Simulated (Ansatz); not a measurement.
Ansatz (an electronic-structure program) input (HF/6-31G* with LANL2DZ past Ar): The .json file joins the Basis Set Exchange's 6-31G* for atoms up to Ar and LANL2DZ past it.

Ansatz 0.2 input:
```yaml
crystal:
  periodic: [false, false, false]
  atoms:
    - {symbol: Cl, position_ang: [-0.00000000, -0.00000000, -1.77529694]}
    - {symbol: I, position_ang: [0.00000000, 0.00000000, 0.56943487]}
basis:
  gaussian:
    orbitals: 6-31Gs+LANL2DZ.json
hamiltonian:
  xc: {name: HF}
relax: {f_tol: 0.003, max_steps: 120}
```

Output:

```
WARN ansatz: RAYON_NUM_THREADS=1 ignored (pool sized by the plan → 1); use --threads N
Functional definition: HF
integrals: 0.00 GiB planned
321 factors; integrals over basis functions are off by at most 5.6e-5 eV
mean field: 0.05 GiB planned
mean field evaluation 1: about -12805.7579 eV, gradient 9.7e0 eV
mean field evaluation 2: about -12805.7617 eV, gradient 9.7e0 eV
mean field evaluation 4: about -12806.0397 eV, gradient 3.3e-1 eV
mean field evaluation 8: about -12806.0405 eV, gradient 2.4e-6 eV
mean field -12806.04045839 eV, -470.6133065998 hartree, gradient 1.4e-5 eV, S^2 0.000000; 0 other end points of the search recorded, 0 dependent functions left out
the calculation of the forces begins
reference -12806.04045839 eV, -470.6133065998 hartree; 12, 12 occupied and 15, 15 virtual orbitals, 321 factors
relax step   1: F+E_penalty+E_count = -12806.04045839 eV  Δ(F+E_penalty+E_count) = +0.000e0 eV  max|allowed force component| = 6.619e-1 eV/Å  Δτ_max = 0.0000 Å  (28 SCF iters, accepted)
these checks for a lower state are left out or cut short: starts, cluster_reference, orbital_swaps, neighbouring_geometries, increment
integrals: 0.00 GiB planned
321 factors; integrals over basis functions are off by at most 5.2e-5 eV
mean field: 0.05 GiB planned
mean field evaluation 16: about -12806.0529 eV, gradient 4.2e-5 eV
mean field -12806.05289091 eV, -470.6137634864 hartree, gradient 4.2e-5 eV, S^2 0.000000; 0 other end points of the search recorded, 0 dependent functions left out
the calculation of the forces begins
reference -12806.05289091 eV, -470.6137634864 hartree; 12, 12 occupied and 15, 15 virtual orbitals, 321 factors
relax step   2: F+E_penalty+E_count = -12806.05289091 eV  Δ(F+E_penalty+E_count) = -1.243e-2 eV  max|allowed force component| = 2.033e-1 eV/Å  Δτ_max = 0.0292 Å  (23 SCF iters, accepted)
these checks for a lower state are left out or cut short: starts, cluster_reference, orbital_swaps, neighbouring_geometries, increment
integrals: 0.00 GiB planned
321 factors; integrals over basis functions are off by at most 5.3e-5 eV
mean field: 0.05 GiB planned
mean field -12806.05442452 eV, -470.6138198455 hartree, gradient 4.2e-5 eV, S^2 0.000000; 0 other end points of the search recorded, 0 dependent functions left out
the calculation of the forces begins
reference -12806.05442452 eV, -470.6138198455 hartree; 12, 12 occupied and 15, 15 virtual orbitals, 321 factors
relax step   3: F+E_penalty+E_count = -12806.05442452 eV  Δ(F+E_penalty+E_count) = -1.534e-3 eV  max|allowed force component| = 6.724e-3 eV/Å  Δτ_max = 0.0077 Å  (23 SCF iters, accepted)
these checks for a lower state are left out or cut short: starts, cluster_reference, orbital_swaps, neighbouring_geometries, increment
integrals: 0.00 GiB planned
321 factors; integrals over basis functions are off by at most 5.3e-5 eV
mean field: 0.05 GiB planned
mean field -12806.05442613 eV, -470.6138199048 hartree, gradient 2.6e-5 eV, S^2 0.000000; 0 other end points of the search recorded, 0 dependent functions left out
the calculation of the forces begins
reference -12806.05442613 eV, -470.6138199048 hartree; 12, 12 occupied and 15, 15 virtual orbitals, 321 factors
relax step   4: F+E_penalty+E_count = -12806.05442613 eV  Δ(F+E_penalty+E_count) = -1.613e-6 eV  max|allowed force component| = 8.074e-6 eV/Å  Δτ_max = 0.0002 Å  (16 SCF iters, accepted)
integrals: 0.00 GiB planned
321 factors; integrals over basis functions are off by at most 5.3e-5 eV
mean field: 0.05 GiB planned
mean field evaluation 32: about -12806.0383 eV, gradient 2.5e0 eV
mean field -12806.05442613 eV, -470.6138199048 hartree, gradient 2.6e-5 eV, S^2 0.000000; 1 other end points of the search recorded, 0 dependent functions left out
the calculation of the forces begins
reference -12806.05442613 eV, -470.6138199048 hartree; 12, 12 occupied and 15, 15 virtual orbitals, 321 factors
Total energy: -12806.05442613 eV, -470.6138199048 hartree
Atom 0 at     0.000000     0.000000    -1.797008 Å, force    -0.000000     0.000000    -0.000008 eV/Å
Atom 1 at    -0.000000    -0.000000     0.591146 Å, force     0.000000     0.000000     0.000008 eV/Å
Dipole moment:    -0.000000     0.000000     0.397371 e Å
```
